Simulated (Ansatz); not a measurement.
Stepwise reaction of `CO[SiH](O)O` with ammonia, as a gas-phase model of exchange steps in deposition or etching. ΔE in kJ/mol.

Computed with Ansatz on PBE0-D4/def2-TZVP structures; ΔE is electronic, products minus reactants. CCSD(T)/CBS adds triple-zeta CCSD(T) − MP2 to the extrapolated MP2 energy (def2 sets, frozen cores). This one scheme is used for every species. Functionals use def2-TZVPP. B3LYP here is the variant with VWN-RPA as its local correlation; programs differ in this. One conformer a species, not always the lowest.

```tsv
step	reaction	PBE-D4	B3LYP-D4	ωB97M-V	CCSD(T)/CBS
1	`CO[SiH](O)O` + NH₃ → `CO[SiH](N)O` + H₂O	47.0	50.4	50.1	48.0
2	`CO[SiH](N)O` + NH₃ → `CO[SiH](N)N` + H₂O	41.8	45.2	45.1	43.1
```

(1) By hand: ΔE of the 2 steps together at CCSD(T)/CBS.

Answers

(1) (48.0) + (43.1) = 91.1 kJ/mol, or 45.5 kJ/mol a step.

In ΔE the steps differ by no more than 4.9 kJ/mol. All are uphill at CCSD(T)/CBS. PBE-D4 differs from CCSD(T)/CBS by -1.3 to -1.0 kJ/mol a step. Isolated molecules leave out the surface, adducts and barriers. Largest T1 diagnostic: 0.011.
